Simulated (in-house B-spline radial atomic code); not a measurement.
The gold ion Au³⁺ is squeezed into an impenetrable sphere of radius R (the orbitals vanish at R). Method: Dirac-Hartree-Fock, average of configuration, Fermi nucleus of rms radius 5.4371 fm. Calculated with a radial B-spline atomic code at the basis-set limit.

Energies in eV above the free ion in [Xe] 4f14 5d8:

```json
{"R (bohr)": "9.23", "highest level (eV)": "-46.6", "[Xe] 4f14 5d8": "0", "[Kr] 4d9 4f14 5s2 5p6 5d8 5f1": "377.6", "[Kr] 4d10 4f14 5s2 5p5 5d8 5f1": "94.37"}
{"R (bohr)": "6.64", "highest level (eV)": "-46.6", "[Xe] 4f14 5d8": "0.0002966", "[Kr] 4d9 4f14 5s2 5p6 5d8 5f1": "378.2", "[Kr] 4d10 4f14 5s2 5p5 5d8 5f1": "94.99"}
{"R (bohr)": "4.83", "highest level (eV)": "-46.5", "[Xe] 4f14 5d8": "0.06614", "[Kr] 4d9 4f14 5s2 5p6 5d8 5f1": "381", "[Kr] 4d10 4f14 5s2 5p5 5d8 5f1": "97.76"}
{"R (bohr)": "4.36", "highest level (eV)": "-46.4", "[Xe] 4f14 5d8": "0.2505", "[Kr] 4d9 4f14 5s2 5p6 5d8 5f1": "382.8", "[Kr] 4d10 4f14 5s2 5p5 5d8 5f1": "99.59"}
{"R (bohr)": "3.81", "highest level (eV)": "-45.9", "[Xe] 4f14 5d8": "1.142", "[Kr] 4d9 4f14 5s2 5p6 5d8 5f1": "386.5", "[Kr] 4d10 4f14 5s2 5p5 5d8 5f1": "103.4"}
{"R (bohr)": "3.2", "highest level (eV)": "-43.9", "[Xe] 4f14 5d8": "5.896", "[Kr] 4d9 4f14 5s2 5p6 5d8 5f1": "396.2", "[Kr] 4d10 4f14 5s2 5p5 5d8 5f1": "113.8"}
{"R (bohr)": "2.75", "highest level (eV)": "-39.9", "[Xe] 4f14 5d8": "19.77", "[Kr] 4d9 4f14 5s2 5p6 5d8 5f1": "416", "[Kr] 4d10 4f14 5s2 5p5 5d8 5f1": "134.9"}
{"R (bohr)": "2.19", "highest level (eV)": "-24.4", "[Xe] 4f14 5d8": "95.06", "[Kr] 4d9 4f14 5s2 5p6 5d8 5f1": "505.2", "[Kr] 4d10 4f14 5s2 5p5 5d8 5f1": "228.4"}
{"R (bohr)": "1.94", "highest level (eV)": "-7.64", "[Xe] 4f14 5d8": "201.3", "[Kr] 4d9 4f14 5s2 5p6 5d8 5f1": "623.4", "[Kr] 4d10 4f14 5s2 5p5 5d8 5f1": "349.4"}
{"R (bohr)": "1.41", "highest level (eV)": "102", "[Xe] 4f14 5d8": "1168", "[Kr] 4d9 4f14 5s2 5p6 5d8 5f1": "1660", "[Kr] 4d10 4f14 5s2 5p5 5d8 5f1": "1377"}
```

Question: Does [Kr] 4d9 4f14 5s2 5p6 5d8 5f1 fall below [Xe] 4f14 5d8 under compression?

Answer: No, it stays above over the whole range.

Question: Does [Kr] 4d10 4f14 5s2 5p5 5d8 5f1 fall below [Xe] 4f14 5d8 under compression?

Answer: No, it stays above over the whole range.

The highest level is first positive in the row R = 1.41 bohr, pushed up by confinement above the zero of the free ion's potential. Each configuration is held fixed and needn't be the lowest in the sphere.
